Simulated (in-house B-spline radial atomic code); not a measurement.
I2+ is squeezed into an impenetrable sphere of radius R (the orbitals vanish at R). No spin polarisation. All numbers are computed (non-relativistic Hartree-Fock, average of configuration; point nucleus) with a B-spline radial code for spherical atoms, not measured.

Energies in eV above the free ion in [Kr] 4d10 5s2 5p3:

```json
{"R (bohr)": "8.03", "highest level (eV)": "-28.8", "[Kr] 4d10 5s2 5p3": "0.0008188", "[Kr] 4d10 4f1 5s1 5p3": "30.77", "[Ar] 3d10 4s2 4p5 4d10 4f1 5s2 5p3": "155.5", "-dE/dV in [Kr] 4d10 5s2 5p3 (GPa)": "0.00259"}
{"R (bohr)": "5.82", "highest level (eV)": "-28.7", "[Kr] 4d10 5s2 5p3": "0.1265", "[Kr] 4d10 4f1 5s1 5p3": "32.04", "[Ar] 3d10 4s2 4p5 4d10 4f1 5s2 5p3": "156", "-dE/dV in [Kr] 4d10 5s2 5p3 (GPa)": "0.698"}
{"R (bohr)": "4.89", "highest level (eV)": "-28.2", "[Kr] 4d10 5s2 5p3": "0.908", "[Kr] 4d10 4f1 5s1 5p3": "33.9", "[Ar] 3d10 4s2 4p5 4d10 4f1 5s2 5p3": "157.2", "-dE/dV in [Kr] 4d10 5s2 5p3 (GPa)": "6.75"}
{"R (bohr)": "4.45", "highest level (eV)": "-27.5", "[Kr] 4d10 5s2 5p3": "2.231", "[Kr] 4d10 4f1 5s1 5p3": "35.95", "[Ar] 3d10 4s2 4p5 4d10 4f1 5s2 5p3": "158.8", "-dE/dV in [Kr] 4d10 5s2 5p3 (GPa)": "19.6"}
{"R (bohr)": "3.47", "highest level (eV)": "-22.6", "[Kr] 4d10 5s2 5p3": "15.58", "[Kr] 4d10 4f1 5s1 5p3": "51.32", "[Ar] 3d10 4s2 4p5 4d10 4f1 5s2 5p3": "173", "-dE/dV in [Kr] 4d10 5s2 5p3 (GPa)": "218"}
{"R (bohr)": "3.07", "highest level (eV)": "-16.9", "[Kr] 4d10 5s2 5p3": "34.23", "[Kr] 4d10 4f1 5s1 5p3": "70.28", "[Ar] 3d10 4s2 4p5 4d10 4f1 5s2 5p3": "192.5", "-dE/dV in [Kr] 4d10 5s2 5p3 (GPa)": "620"}
{"R (bohr)": "2.74", "highest level (eV)": "-8.04", "[Kr] 4d10 5s2 5p3": "66.44", "[Kr] 4d10 4f1 5s1 5p3": "101.4", "[Ar] 3d10 4s2 4p5 4d10 4f1 5s2 5p3": "225.9", "-dE/dV in [Kr] 4d10 5s2 5p3 (GPa)": "1560"}
{"R (bohr)": "2.34", "highest level (eV)": "13.5", "[Kr] 4d10 5s2 5p3": "154.8", "[Kr] 4d10 4f1 5s1 5p3": "183.7", "[Ar] 3d10 4s2 4p5 4d10 4f1 5s2 5p3": "317.1", "-dE/dV in [Kr] 4d10 5s2 5p3 (GPa)": "5360"}
{"R (bohr)": "1.61", "highest level (eV)": "165", "[Kr] 4d10 5s2 5p3": "946.6", "[Kr] 4d10 4f1 5s1 5p3": "901.2", "[Ar] 3d10 4s2 4p5 4d10 4f1 5s2 5p3": "1126", "-dE/dV in [Kr] 4d10 5s2 5p3 (GPa)": "89300"}
{"R (bohr)": "1.57", "highest level (eV)": "184", "[Kr] 4d10 5s2 5p3": "1062", "[Kr] 4d10 4f1 5s1 5p3": "1005", "[Ar] 3d10 4s2 4p5 4d10 4f1 5s2 5p3": "1243", "-dE/dV in [Kr] 4d10 5s2 5p3 (GPa)": "107000"}
```

(1) Does [Kr] 4d10 4f1 5s1 5p3 fall below [Kr] 4d10 5s2 5p3 under compression?

(2) Does [Ar] 3d10 4s2 4p5 4d10 4f1 5s2 5p3 fall below [Kr] 4d10 5s2 5p3 under compression?

The highest level is first positive in the row R = 2.34 bohr, pushed up by confinement above the zero of the free ion's potential. Each configuration is held fixed and needn't be the lowest in the sphere.

Results:

(1) Yes, between R = 2.34 and 1.61 bohr the order changes (near 2.06 bohr by linear interpolation).

(2) No, it stays above over the whole range.
